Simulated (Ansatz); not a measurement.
A series at Sn: from `[NH2][Sn]([NH2])([NH2])[NH2]`, ligands are replaced one by one, each step taking up H–F and setting free NH₃; n counts the steps. Ansatz, PBE0-D4/def2-TZVP geometries. Each molecule was computed in one conformer, which needn't be the lowest.

CBS adds triple-zeta CCSD(T) − MP2 to the MP2 limit, frozen cores; atoms without spin–orbit coupling. Elements past krypton have def2 core potentials. Outer-core shells of Sn are correlated without core-valence functions. Spin–orbit coupling is left out.

| n | molecule | atomization energy, CCSD(T)/CBS (kJ/mol) |
| --- | --- | --- |
| 0 | `[NH2][Sn]([NH2])([NH2])[NH2]` | ? |
| 1 | `[NH2][Sn]([NH2])([NH2])[F]` | 3615.5 |
| 2 | `[NH2][Sn]([NH2])([F])[F]` | 3012.8 |
| 3 | `[NH2][Sn]([F])([F])[F]` | 2390.7 |
| 4 | `[F][Sn]([F])([F])[F]` | 1754.8 |

Q: By hand: fit a straight line y = ȳ + b (n − n̄) to the 4 given rows and predict n = 0.

A: n̄ = 2.500, ȳ = 2693.45; Σ(n − n̄)(y − ȳ) = -3102.10, Σ(n − n̄)² = 5.000, so b = -620.42 kJ/mol a step. Prediction: 2693.45 + (-620.42) × (-2.500) = 4244.5 kJ/mol.

Q: By hand: compare with the computed value, 4206.1 kJ/mol, and give the steps along the whole series.

A: The line misses by -38.4 kJ/mol (computed minus predicted). Steps: -590.6, -602.7, -622.1, -635.9 kJ/mol.

The steps differ by up to 45.3 kJ/mol, small against a whole step but well beyond the method's doubt, so the ligands' effects don't simply add. The miss is 1.6 % of the series' range. The energies themselves are unsure by some kJ/mol a bond, though much of that is common to the series.
